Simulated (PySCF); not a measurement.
C6H9NO.
Numbering: `[CH3:1][C@H:2]1[CH2:3][CH2:4]/[C:5]1=[N:6]\[CH:7]=[O:8]`

Geometry (GFN2-xTB, Å), atoms numbered from 1 in this order:
```xyz
17
C6H9NO angstrom
C     -1.722   -0.961    0.658
C     -0.958   -0.229   -0.434
C     -1.022    1.316   -0.421
C      0.509    1.382   -0.272
C      0.528   -0.121   -0.225
N      1.396   -0.992   -0.020
C      2.723   -1.067    0.167
O      3.569   -1.098   -0.689
H     -1.466   -2.018    0.648
H     -2.794   -0.858    0.501
H     -1.472   -0.555    1.636
H     -1.200   -0.665   -1.405
H     -1.562    1.716    0.434
H     -1.412    1.764   -1.331
H      1.044    1.791   -1.127
H      0.881    1.865    0.631
H      2.952   -1.258    1.238
```

NICS = −σ at a ghost point: NICS(0) at the centroid of the ring atoms, NICS(1) 1 Å to either side along the normal of their mean plane, zz for the tensor component along that normal. Level: GIAO PBE0/pcSseg-1 (PySCF, non-relativistic, gas phase) on the GFN2-xTB geometry, one conformer.

Ring bond lengths (Å), with Mayer bond orders in brackets: C2–C3 1.547 (1.00), C3–C4 1.540 (1.05), C4–C5 1.504 (1.03), C5–C2 1.504 (0.96).

What do the NICS probes read (ppm)?

| ring | type | NICS(0) | NICS(1), two faces | NICS(1)zz, two faces | rms pucker (Å) | centre to ring atoms, mean (Å) |
| --- | --- | --- | --- | --- | --- | --- |
| C2–C3–C4–C5 | 4-membered carbocycle; formal bonds all single | 4.9 | -0.7 / -0.8 | 2.0 / 0.8 | 0.02 | 1.08 |

What can be read from them?

- C2–C3–C4–C5: mean NICS(1)zz 1.4 ppm, near zero. C2, C3, C4 have four or more neighbours, so the value isn't read as a sign of a π ring current. NICS(0) lies 6 ppm above the mean NICS(1).

What are the shieldings of the ring atoms and their hydrogens in the same run (means over atoms taken as equivalent)?

```json
{"atoms": "C2", "environment": "four-membered-ring carbon", "σ isotropic (ppm)": "139.0", "principal values of the symmetric part, first atom (ppm)": "116.7, 142.9, 157.2"}
{"atoms": "C3", "environment": "four-membered-ring carbon", "σ isotropic (ppm)": "165.1", "principal values of the symmetric part, first atom (ppm)": "145.2, 168.1, 182.1"}
{"atoms": "C4", "environment": "four-membered-ring carbon", "σ isotropic (ppm)": "150.5", "principal values of the symmetric part, first atom (ppm)": "125.7, 154.9, 170.8"}
{"atoms": "C5", "environment": "imine carbon", "σ isotropic (ppm)": "11.3", "principal values of the symmetric part, first atom (ppm)": "-49.1, -46.3, 129.4"}
{"atoms": "H12", "environment": "methine hydrogen", "σ isotropic (ppm)": "28.54", "principal values of the symmetric part, first atom (ppm)": "25.4, 27.9, 32.3"}
{"atoms": "H13", "environment": "methylene hydrogen", "σ isotropic (ppm)": "30.17", "principal values of the symmetric part, first atom (ppm)": "27.4, 28.6, 34.5"}
{"atoms": "H14", "environment": "methylene hydrogen", "σ isotropic (ppm)": "29.48", "principal values of the symmetric part, first atom (ppm)": "26.5, 26.8, 35.1"}
{"atoms": "H15", "environment": "methylene hydrogen", "σ isotropic (ppm)": "28.50", "principal values of the symmetric part, first atom (ppm)": "24.7, 27.3, 33.6"}
{"atoms": "H16", "environment": "methylene hydrogen", "σ isotropic (ppm)": "28.92", "principal values of the symmetric part, first atom (ppm)": "25.3, 27.3, 34.2"}
```
